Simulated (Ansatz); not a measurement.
Relaxation of H8O4Si2 (14 atoms, charge 0, multiplicity 1), to a largest force component of 0.03 eV/Å in at most 50 steps.

Method: RKS PBE-D4/def2-SVP in Ansatz 0.2.0.

```xyz
14
Properties=species:S:1:pos:R:3
Si 0.468 0.242 -0.279
Si -0.256 0.312 3.078
H -1.311 -0.726 2.744
H 1.074 -0.366 3.209
H -0.650 0.887 4.415
O 1.339 -0.187 -1.641
H 1.332 -1.146 -1.814
O -0.860 1.200 -0.584
H -1.536 0.790 -1.149
O 0.031 -1.227 0.394
H -0.700 -1.207 1.043
O 1.469 1.208 0.652
H 2.377 1.182 0.292
H -0.252 1.365 2.047
```

Task: Where does it end, and by what steps?

Result: The run converged. The force dipped under the threshold on the way, but the program's further checks kept it going. After 29 steps the energy has fallen by 0.264 eV; H14 moved furthest, 1.42 Å.

```json
{"step": "0", "energy less start (eV)": "0.0000", "largest force component (eV/Å)": "0.703", "accepted": "yes"}
{"step": "2", "energy less start (eV)": "-0.1646", "largest force component (eV/Å)": "0.127", "accepted": "yes"}
{"step": "4", "energy less start (eV)": "-0.1806", "largest force component (eV/Å)": "0.118", "accepted": "yes"}
{"step": "6", "energy less start (eV)": "-0.1869", "largest force component (eV/Å)": "0.065", "accepted": "yes"}
{"step": "8", "energy less start (eV)": "-0.2052", "largest force component (eV/Å)": "0.305", "accepted": "yes"}
{"step": "10", "energy less start (eV)": "-0.2371", "largest force component (eV/Å)": "0.394", "accepted": "yes"}
{"step": "12", "energy less start (eV)": "-0.2486", "largest force component (eV/Å)": "0.188", "accepted": "yes"}
{"step": "14", "energy less start (eV)": "-0.2544", "largest force component (eV/Å)": "0.041", "accepted": "yes"}
{"step": "16", "energy less start (eV)": "-0.2553", "largest force component (eV/Å)": "0.016", "accepted": "yes"}
{"step": "18", "energy less start (eV)": "-0.2571", "largest force component (eV/Å)": "0.097", "accepted": "yes"}
{"step": "20", "energy less start (eV)": "-0.2560", "largest force component (eV/Å)": "0.191", "accepted": "no"}
{"step": "22", "energy less start (eV)": "-0.2603", "largest force component (eV/Å)": "0.079", "accepted": "yes"}
{"step": "24", "energy less start (eV)": "-0.2619", "largest force component (eV/Å)": "0.025", "accepted": "yes"}
{"step": "26", "energy less start (eV)": "-0.2632", "largest force component (eV/Å)": "0.054", "accepted": "yes"}
{"step": "28", "energy less start (eV)": "-0.2640", "largest force component (eV/Å)": "0.042", "accepted": "yes"}
{"step": "29", "energy less start (eV)": "-0.2643", "largest force component (eV/Å)": "0.024", "accepted": "yes"}
```

```xyz
14
Properties=species:S:1:pos:R:3
Si 0.288 0.153 -0.574
Si -0.052 0.454 3.423
H -1.096 -0.078 2.473
H 1.267 -0.216 3.164
H -0.500 0.095 4.815
O 1.486 -0.305 -1.639
H 1.708 -1.250 -1.565
O -0.889 1.066 -1.306
H -1.435 0.567 -1.938
O -0.291 -1.277 0.068
H -0.753 -1.163 0.921
O 0.888 1.176 0.605
H 1.860 1.162 0.655
H 0.049 1.943 3.303
```

Whether the end is a true minimum wasn't checked by a vibrational analysis.

The run took 39 s on 4 threads of Arm Neoverse V2, on a shared host, peak memory 0.18 GiB.
